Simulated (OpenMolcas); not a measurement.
Ti2+: moving the ligands

Ti2+ with 6 ligands (fluoride) in octahedral coordination (Oh) at 2.17 Å. A charge of +0.667 e stands 3.2 Å behind each ligand. Ligand basis ANO-RCC-VDZP.
```
Ti    0.0000    0.0000    0.0000
F     2.1700    0.0000    0.0000
F     0.0000    2.1700    0.0000
F    -2.1700    0.0000    0.0000
F     0.0000   -2.1700    0.0000
F     0.0000    0.0000    2.1700
F     0.0000    0.0000   -2.1700
```

```json
{
  "Program": "OpenMolcas 26.06",
  "Method": "SS-CASPT2, IPEA 0.25 Eh, imaginary shift 0.1 Eh (closed shells correlated: 3s 3p and the ligand valence shells)",
  "Basis": "ANO-RCC-VTZP [6s5p3d2f1g]",
  "Scalar Hamiltonian": "DKH2, point nucleus",
  "Active space": "2 electrons in 5 orbitals (3d)",
  "State averaging": "2S+1 = 3 even, 10 roots; 2S+1 = 1 even, 15 roots",
  "Spin-orbit coupling": "RASSI with atomic mean-field integrals over the reference wave functions"
}
```

Runs around this geometry, states (labels of O, the rotations of Oh). Energies in cm-1 above the lowest state or level, χT in cm3 K/mol; under a threefold ground state the first gap can be a small split of the lowest multiplet, not the spin-orbit step; 10Dq and B are least-squares fits to the states below 45000 cm-1, weighted by degeneracy, with a free offset, and given where the rms deviation is under 5 % of |10Dq| (or 100 cm-1) and under 700 cm-1.

```
R (Å)  Ground state  First state of that spin   10Dq  B (rms of fit)  First gap with spin-orbit (degeneracies)  χT at 300 K  First state of another spin
 2.03           3T1                 3T2 13050  14390       674 (187)                                  2 (2, 3)        1.083                     1T2 8960
 2.17           3T1                  3T2 9240  10637       686 (291)                                  3 (2, 3)        1.101                     1T2 8870
 2.29           3T1                  3T2 7050   8158       700 (325)                                  4 (2, 3)        1.115                     1T2 8920
```

Taking |10Dq| as R^-n, n = -ln(8158 / 14390) / ln(2.29 / 2.03) = 4.7 between the shortest and longest distance. The point-charge formula for a cubic d site gives n = 5.

Roots that are degenerate in the reference are averaged as groups; the widest CASPT2 spread within a group is 110 cm-1 (the 3-fold group of multiplicity 3 near 0 cm-1 above the lowest state of its run, R = 2.17). Shifts and gaps below about the spread of the groups concerned are not significant. Over all roots computed the reference weight is 0.70 to 0.72 in R = 2.03, 0.70 to 0.72 in R = 2.17, 0.70 to 0.71 in R = 2.29; a low but even weight reflects the number of correlated electrons. An orbital triplet at a regular site is open to Jahn-Teller coupling, which can distort the site and quench the lowest spin-orbit gaps and is left out. Ligand-to-metal charge-transfer states are missing. With no ligand orbital active B as a rule stays too high, so bands that hang on it stand too high and its fall with covalency is understated. With one d shell and no ligand orbital active, 10Dq can be off by tens of per cent for divalent 3d ions, low with halides held by bare charges and at times high in hosts. Free-ion shares, where given, are those of the reference states; single-state CASPT2 does not remix them. No measured value stands beside these numbers; the geometry was imposed, not optimised, and the real ion may take another.
